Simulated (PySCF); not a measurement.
# Dipole moment and polarisability of `FC/C=C\C(Cl)Cl`

C4H5Cl2F.
Structure used (GFN2-xTB), in Å, numbered top down from 1:
```
atom  x, y, z in Å
F1     2.7007   -0.6661   -0.4350
C2     1.3887   -0.6608   -0.0357
C3     0.7585    0.6507   -0.3621
C4    -0.5231    0.9628   -0.2171
C5    -1.5895    0.0548    0.2867
Cl6   -1.2206   -0.5540    1.9254
Cl7   -1.8196   -1.3439   -0.8091
H8     1.3860   -0.8476    1.0450
H9     0.8928   -1.4926   -0.5484
H10    1.4471    1.3892   -0.7464
H11   -0.8631    1.9524   -0.4831
H12   -2.5567    0.5543    0.3537
```

Level: PBE0/def2-SVPD (PySCF), static field, nuclei fixed, core orbitals frozen in the response. The polarisability tensor in these axes (au):

```
x   84.67  2.29 -2.05
y    2.29 70.71  0.15
z   -2.05  0.15 74.44
```

**Question.** Give the principal values, the mean and the anisotropy Δα = √{½[(α1 − α2)² + (α2 − α3)² + (α1 − α3)²]}.

**Answer.** Principal values 70.29, 74.14 and 85.40 au; mean 76.61 au = 11.35 Å³ = 12.63 × 10⁻⁴⁰ C²·m²/J; Δα = 13.60 au (18 % of the mean).

**Question.** What is the dipole moment, and where does it point?

**Answer.** (-1.27, 1.78, -0.06) D, 2.19 D in size, pointing from the negative to the positive side. Measured along this direction, the outermost atoms are F1 at the negative end and H11 at the positive end.

**Question.** Along which axes do the principal values lie, and how far do the nuclei extend along each?

**Answer.** Largest value along (0.97, 0.15, -0.18), where the nuclei span 5.07 Å; middle along (0.16, 0.15, 0.98), 2.88 Å; least along (-0.17, 0.98, -0.12), 3.66 Å. The strongest response lies along the longest span, while the other two are in reverse order.

**Question.** What depolarisation ratio follows for Rayleigh scattering of linearly polarised light, taking the static tensor?

**Answer.** ρ = 3Δα²/(45ᾱ² + 4Δα²) = 555.2/(264110 + 740.3) = 0.0021.

**Question.** Orientational against electronic polarisability at 400 K (dilute gas, rigid molecules)?

**Answer.** In Gaussian units μ²/3kT = 28.87 Å³ against 11.35 Å³, a ratio of 2.54; the Debye molar polarisation (4π/3)N_A(α + μ²/3kT) is 101.5 cm³/mol, leaving out the vibrational part.

The structure is a single GFN2-xTB conformer in the gas phase; no vibrational or solvent corrections.
